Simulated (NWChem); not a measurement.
Everything below was run with NWChem. System: H$_{4}$BP, charge 0, spin multiplicity 1, at a geometry optimised with PBE0/def2-SVP. The structure started from a generated list of species. Level: MP2/aug-cc-pVTZ, 6 core orbitals frozen.

NWChem printed:

```
             Northwest Computational Chemistry Package (NWChem) 7.3.0
             --------------------------------------------------------

                                NWChem Input Module
                                -------------------

 Scaling coordinates for geometry "geometry" by  1.889725989
 (inverse scale =  0.529177249)

 Turning off AUTOSYM since
 SYMMETRY directive was detected!

                             Geometry "geometry" -> ""
                             -------------------------

 Output coordinates in angstroms (scale by  1.889725989 to convert to a.u.)

  No.       Tag          Charge          X              Y              Z
 ---- ---------------- ---------- -------------- -------------- --------------
    1 B                    5.0000     1.26886000     0.28226100     0.00000000
    2 H                    1.0000     1.83418800     0.47198900     1.04894400
    3 H                    1.0000     1.83418800     0.47198900    -1.04894400
    4 P                   15.0000    -0.55935000    -0.03679900     0.00000000
    5 H                    1.0000    -0.81121200    -0.90165000     1.09421900
    6 H                    1.0000    -0.81121200    -0.90165000    -1.09421900

 Effective nuclear repulsion energy (a.u.)      46.0834818882

            Nuclear Dipole moment (a.u.)
            ----------------------------
        X                 Y               Z
 ---------------- ---------------- ----------------
     0.0000037795    -0.0000037795     0.0000000000

      Symmetry information
      --------------------

 Group name             Cs
 Group number              2
 Group order               2
 No. of unique centers     4

      Symmetry unique atoms

     1    2    4    5


 Summary of "ao basis" -> "" (spherical)
 ------------------------------------------------------------------------------
       Tag                 Description            Shells   Functions and Types
 ---------------- ------------------------------  ------  ---------------------
 *                        aug-cc-pvtz                 on all atoms

 Summary of "ao basis" -> "ao basis" (spherical)
 ------------------------------------------------------------------------------
       Tag                 Description            Shells   Functions and Types
 ---------------- ------------------------------  ------  ---------------------
 B                        aug-cc-pvtz               14       46   5s4p3d2f
 H                        aug-cc-pvtz                9       23   4s3p2d
[...]
    2 H    1     0.99   0.25  0.46  0.26  0.01  0.00  0.01 -0.01  0.00 -0.00
    3 H    1     0.99   0.25  0.46  0.26  0.01  0.00  0.01 -0.01  0.00 -0.00
    4 P   15    15.15   2.00  1.91  1.00  0.15  0.46 -0.04  5.74  2.05  0.57  1.05  0.03  0.13  0.07 -0.00  0.02 -0.00
    5 H    1     0.94   0.24  0.50  0.18  0.00  0.01  0.02 -0.00  0.00  0.00
    6 H    1     0.94   0.24  0.50  0.18  0.00  0.01  0.02 -0.00  0.00  0.00

       Multipole analysis of the density wrt the origin
       ------------------------------------------------

     L   x y z        total         open         nuclear
     -   - - -        -----         ----         -------
     0   0 0 0     -0.000000      0.000000     24.000000

     1   1 0 0      0.069999      0.000000      0.000004
     1   0 1 0     -0.317322      0.000000     -0.000004
     1   0 0 1      0.000000      0.000000      0.000000

     2   2 0 0    -17.579482      0.000000     74.234342
     2   1 1 0      0.664015      0.000000     18.904475
     2   1 0 1     -0.000000      0.000000      0.000000
     2   0 2 0    -16.689729      0.000000      8.892527
     2   0 1 1     -0.000000      0.000000      0.000000
     2   0 0 2    -16.198805      0.000000     16.409746

                   NWChem MP2 Semi-direct Energy/Gradient Module
                   ---------------------------------------------

  Basis functions       =    188
  Molecular orbitals    =    188
  Frozen core           =      6
  Frozen virtuals       =      0
  Active alpha occupied =      6
  Active beta occupied  =      6
  Active alpha virtual  =    176
  Active beta virtual   =    176
  Use MO symmetry       = T
  Use skeleton AO sym   = T

  AO/Fock/Back tols     =   1.0D-09  1.0D-09  1.0D-09

 GA uses MA = F    GA memory limited = T

 Available:
  local mem=  1.26D+08
 global mem=  1.44D+08
 local disk=  0.00D+00
  mp2_memr nvloc                   176
  nvloc new                   176
   1 passes of   6:        5242880                     124880                  63445333.
   1 passes of   6: M    126149782           G      144108512           F     120906902.

 Semi-direct pass number   1 of   1  for RHF alpha+beta  at       36.0s
  vrange nnbf                 17654
  mp2_eaftype                   242  avail_ma_in_mb                  1099
 EAF : mp2_eaftype filesize         242   31722666.
  mp2_eaf for mointskh                    242
Node 0 wrote    149.1 Mb in      0.0 s     Agg I/O rate:  8598.9 Mb/s
 Done moints_semi at       48.1s
  mp2_eaftype                   242  avail_ma_in_mb                   857
 EAF : mp2_eaftype filesize         242   31722666.
  mp2_eaf for kh                   242
 Done maket at       48.3s
 Done multipass loop at       48.3s

          -------------------------------------------
          SCF energy                -367.748132866675
          Correlation energy          -0.269237920442
          Singlet pairs               -0.199100563512
          Triplet pairs               -0.070137356931
          Total MP2 energy          -368.017370787117
          -------------------------------------------

          ---------------------------------------------------
                    Spin Component Scaled (SCS) MP2
          Same spin pairs                     -0.046758237954
          Same spin scaling factor             0.333333333333
          Opposite spin pairs                 -0.222479682488
          Opposite spin scaling fact.          1.200000000000
          SCS-MP2 correlation energy          -0.282561698304
          Total SCS-MP2 energy              -368.030694564979
          ---------------------------------------------------

 -----------------------
 Performance information
 -----------------------

 Timer overhead =  1.19D-07 seconds/call

               Nr. of calls         CPU time (s)                 Wall time (s)                GFlops
             ---------------    -------------------     ------------------------------   -------------------
Name         Min   Avg   Max    Min     Avg     Max     Min     Avg     Max   Mx/calls   Min     Max     Sum
mp2: moin     1     1     1    12.     12.     12.      12.     12.     12.     12.      0.0     0.0     0.0
mp2: make     1     1     1   0.24    0.24    0.24     0.24    0.24    0.24    0.24      0.0     0.0     0.0
mp2: tota     1     1     1    12.     12.     12.      12.     12.     12.     12.      0.0     0.0     0.0

 The average no. of pstat calls per process was 3.00D+00
 with a timing overhead of 3.56D-07s

 Task  times  cpu:       48.3s     wall:       48.3s

 Total times  cpu:       48.3s     wall:       48.3s
```

Question: Write an NWChem input that would produce this output.

Answer: One answer among several that fit: 
```
start mol
memory heap 200 mb stack 900 mb global 1100 mb
geometry units angstroms nocenter noautoz
  B      1.268860     0.282261     0.000000
  H      1.834188     0.471989     1.048944
  H      1.834188     0.471989    -1.048944
  P     -0.559350    -0.036799     0.000000
  H     -0.811212    -0.901650     1.094219
  H     -0.811212    -0.901650    -1.094219
  symmetry group Cs
end
basis spherical
  * library aug-cc-pvtz
end
scf
  rhf
  nopen 0
  maxiter 100
  thresh 1e-7
  semidirect memsize 60000000 filesize 0
end
mp2
  freeze core 6
end
task mp2 energy
```
